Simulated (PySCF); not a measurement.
Structure problem from calculated spectra and properties.

Formula: C4H5FO4S.

* 1H NMR: chemical shifts (computed TMS as zero) by class: 9.88 (1 H), 7.66 (1 H), 3.13 (3 H) ppm [GIAO PBE0/pcSseg-1]
* Dipole: 2.17 D [PBE0/pcSseg-1]
* Rotational structure: rotational constants A, B, C: 2.164, 0.660, 0.561 GHz [GFN2-xTB]
* NMR, other nuclei: isotropic shieldings of nuclei other than C and H, by class: -348 (1 O), 72 (1 O), 87 (2 O), 357 (1 F), 174 (1 S) ppm [GIAO PBE0/pcSseg-1]
* 13C NMR: chemical shifts (computed TMS as zero) by class: 189.3 (1 C), 155.3 (1 C), 138.7 (1 C), 44.3 (1 C) ppm [GIAO PBE0/pcSseg-1]

The electronic properties come from PySCF, for the isolated species, density fitting. Levels stand in brackets. The structure is a single GFN2-xTB conformer in the gas phase; no vibrational or solvent corrections. GFN2-xTB frequencies show an imaginary mode (20i cm⁻¹), so this geometry is no minimum at that level. NMR classes are plain means over equivalent atoms (diastereotopic ones count apart unless rotation or inversion swaps them), as if these changed places fast.

Q: Propose a structure and show how it fits.

A: Numbering: `[CH3:1][S:2](=[O:3])(=[O:4])[O:5]/[CH:6]=[C:7](/[F:8])[CH:9]=[O:10]`. 4 carbons fall into 4 classes; from least to most shielded: aldehyde carbon [C9] (189.3 ppm), vinylic C–F carbon [C7] (155.3 ppm), vinylic carbon bearing oxygen [C6] (138.7 ppm), S-methyl carbon [C1] (44.3 ppm). Hydrogen classes from least to most shielded: 1 H on an aldehyde carbon, C9 (9.88 ppm), 1 H on a vinylic carbon bearing oxygen, C6 (7.66 ppm), 3 H on an S-methyl carbon, C1 (3.13 ppm). The other shieldings belong to: -348 ppm, aldehyde oxygen [O10]; 72 ppm, oxygen bonded to C and S [O5]; 87 ppm, sulfonyl oxygen [O3/O4]; 357 ppm, vinyl fluorine [F8]; 174 ppm, sulfonyl sulfur [S2]. The optimised geometry has point group Cs and is an asymmetric top. Structure: `CS(=O)(=O)O/C=C(/F)C=O`. The assignments are read from this structure; whether some other isomer fits the data as well wasn't checked.

Conformer computed: `[CH3:1][S:2](=[O:3])(=[O:4])[O:5]/[CH:6]=[C:7](/[F:8])[CH:9]=[O:10]`: C1–S2–O5–C6 180°, S2–O5–C6–C7 180°, C6–C7–C9–O10 0°.
